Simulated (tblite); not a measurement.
Species: C₈H₁₂.
Atom-mapped SMILES: `[CH2:1]=[CH:2][C:3](=[CH2:4])/[CH:5]=[CH:6]\[CH2:7][CH3:8]` (hydrogens: H9, H10 on C1; H11 on C2; H12, H13 on C4; H14 on C5; H15 on C6; H16, H17 on C7; H18, H19, H20 on C8)

Geometry (GFN2-xTB, Å), atoms numbered from 1 in this order:
```xyz
20
C8H12 angstrom
C     -1.570    0.679   -1.648
C     -1.936    0.305   -0.428
C     -1.298   -0.756    0.341
C     -1.781   -1.132    1.526
C     -0.110   -1.420   -0.244
C      1.121   -0.938   -0.183
C      1.507    0.342    0.488
C      2.169    1.310   -0.491
H     -0.749    0.207   -2.161
H     -2.081    1.466   -2.176
H     -2.771    0.791    0.061
H     -2.649   -0.662    1.958
H     -1.323   -1.920    2.099
H     -0.305   -2.362   -0.742
H      1.937   -1.483   -0.641
H      2.212    0.118    1.295
H      0.625    0.809    0.929
H      3.047    0.856   -0.945
H      2.477    2.218    0.023
H      1.472    1.583   -1.280
```

Level: GFN2-xTB in tblite, geometry and Hessian alike; calculated harmonic values, unscaled, isolated species. Errors from tens to a few hundred cm⁻¹ against measured bands are possible. One conformer, not necessarily the lowest. The optimisation stopped once no atom felt more than 0.01 eV/Å.

Lowest wavenumbers of the output (negative numbers stand for imaginary wavenumbers):
```
mode    cm-1
  1     -24.6
  2      40.2
  3     119.2
  4     137.6
  5     164.6
  6     226.2
  7     268.9
  8     361.5
```

Task: Is this structure a minimum?

Result: Not by this Hessian. 1 mode is imaginary beyond 20i (25i cm⁻¹), so at this level the point lies at or near a first-order saddle. The curvature is small, so loose convergence or finite differences may be the whole cause.

Task: Which atoms move in the imaginary mode?

Result: 25i: C4 (terminal =CH2 carbon) 23 %, C1 (terminal =CH2 carbon) 15 %, C7 (allylic carbon) 11 %. These are shares of the mass-weighted motion.

Task: What is the remedy?

Result: Step along that mode in both directions, optimise again with tighter thresholds and repeat the frequencies. The zero-point energy of this point (107.4 kcal/mol) counts the 53 real modes alone, and thermal corrections from it aren't those of a minimum.

Time: 0.69 s wall. Hardware: one thread, Arm Neoverse V1 (aarch64), shared host with 32 logical CPUs at a one-minute load of 20. The figure is for the frequency step alone.
